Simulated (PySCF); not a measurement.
The dipole of `[AlH2-]1[CH2]C[C@H]([N+]1(C)C)B` from its density and from atomic charges.

Coordinates (PBE0-D3(BJ)/def2-SVP, Å) and charges (e) from the PBE0/pcSseg-1 density (PySCF):

| atom | x | y | z | Mulliken | IAO | Hirshfeld | ESP-fitted |
| --- | --- | --- | --- | --- | --- | --- | --- |
| B1 | -0.167 | 2.316 | -0.230 | +0.1572 | +0.0534 | +0.1630 | +0.2089 |
| C2 | -0.368 | 0.780 | -0.432 | -0.2459 | -0.1577 | -0.0407 | +0.1675 |
| C3 | -1.763 | 0.247 | -0.035 | -0.1896 | -0.2276 | -0.0667 | -0.1441 |
| C4 | -1.911 | -1.242 | -0.371 | -0.5602 | -0.6220 | -0.2299 | -0.4308 |
| Al5 | -0.071 | -2.026 | -0.323 | +0.7577 | +0.5795 | +0.3265 | +0.6434 |
| N6 | 0.693 | -0.134 | 0.100 | -0.7669 | -0.1912 | -0.0235 | -0.0290 |
| C7 | 1.983 | 0.086 | -0.559 | -0.0826 | -0.2984 | -0.0534 | -0.4249 |
| C8 | 0.840 | 0.002 | 1.554 | -0.0897 | -0.2986 | -0.0541 | -0.5046 |
| H9 | -1.024 | 3.053 | -0.656 | +0.0242 | +0.0223 | -0.0488 | -0.1069 |
| H10 | 0.809 | 2.806 | 0.287 | +0.0174 | +0.0105 | -0.0526 | -0.0989 |
| H11 | -0.316 | 0.678 | -1.540 | +0.1647 | +0.1652 | +0.0597 | +0.0569 |
| H12 | -2.512 | 0.885 | -0.534 | +0.1340 | +0.1375 | +0.0394 | +0.0585 |
| H13 | -1.916 | 0.415 | 1.045 | +0.1146 | +0.1205 | +0.0328 | +0.0732 |
| H14 | -2.309 | -1.351 | -1.395 | +0.1307 | +0.1334 | +0.0213 | +0.0804 |
| H15 | -2.643 | -1.721 | 0.298 | +0.1249 | +0.1353 | +0.0227 | +0.0826 |
| H16 | 0.600 | -2.337 | -1.755 | -0.2697 | -0.2325 | -0.2031 | -0.3310 |
| H17 | 0.420 | -2.917 | 0.923 | -0.2682 | -0.2284 | -0.2002 | -0.3207 |
| H18 | 2.378 | 1.093 | -0.344 | +0.1248 | +0.1346 | +0.0423 | +0.1483 |
| H19 | 2.707 | -0.661 | -0.204 | +0.1472 | +0.1554 | +0.0587 | +0.1728 |
| H20 | 1.868 | -0.042 | -1.644 | +0.1474 | +0.1590 | +0.0535 | +0.1556 |
| H21 | 1.145 | 1.027 | 1.827 | +0.1251 | +0.1352 | +0.0423 | +0.1722 |
| H22 | -0.106 | -0.239 | 2.055 | +0.1547 | +0.1539 | +0.0555 | +0.1765 |
| H23 | 1.597 | -0.709 | 1.911 | +0.1483 | +0.1608 | +0.0556 | +0.1944 |

Q: Form Σ q r in debye for every column and set it beside the full dipole.

A: The full density gives (1.09, 3.85, 0.92) D, 4.10 D in size; dipole vectors point from the negative to the positive end.

```json
{"scheme": "Mulliken", "μx": "2.18", "μy": "3.95", "μz": "1.19", "size (D)": "4.67", "share of the full size (%)": "114", "angle to the full dipole (°)": "13"}
{"scheme": "IAO", "μx": "2.46", "μy": "3.58", "μz": "0.77", "size (D)": "4.41", "share of the full size (%)": "108", "angle to the full dipole (°)": "18"}
{"scheme": "Hirshfeld", "μx": "1.71", "μy": "3.51", "μz": "0.84", "size (D)": "3.99", "share of the full size (%)": "97", "angle to the full dipole (°)": "10"}
{"scheme": "ESP-fitted", "μx": "1.13", "μy": "3.80", "μz": "0.91", "size (D)": "4.06", "share of the full size (%)": "99", "angle to the full dipole (°)": "1"}
```

Q: Which set comes closest?

A: Length of the difference vector: ESP-fitted 0.06 D, Hirshfeld 0.70 D, Mulliken 1.12 D, IAO 1.40 D. Closest: ESP-fitted. The schemes that divide the density aren't constrained to reproduce the dipole.

Q: What is left for the Hirshfeld atoms' own dipoles?

A: The Hirshfeld atoms' densities add up to the full density, so μ = Σ q r + Σ (atomic dipoles). The atomic dipoles sum to (1.09, 3.85, 0.92) − (1.71, 3.51, 0.84) = (-0.62, 0.34, 0.08) D, 0.70 D in size.

Q: With the origin at the mean of the coordinates, (-0.003, 0.000, -0.001) Å, which are the largest single terms, by size, of the Mulliken dipole along the direction of the full one?

A: Al5 -7.24, C4 +4.73, H16 +3.14, H17 +3.11, B1 +1.57 D; all 23 atoms together +4.55 D. The single terms depend on the origin, their sum doesn't.

Q: Give the size of the full dipole in other units.

A: 4.10 D = 1.614 au = 0.854 e·Å = 13.68 × 10⁻³⁰ C·m.

Isolated species at its PBE0-D3(BJ)/def2-SVP geometry (one conformer only).
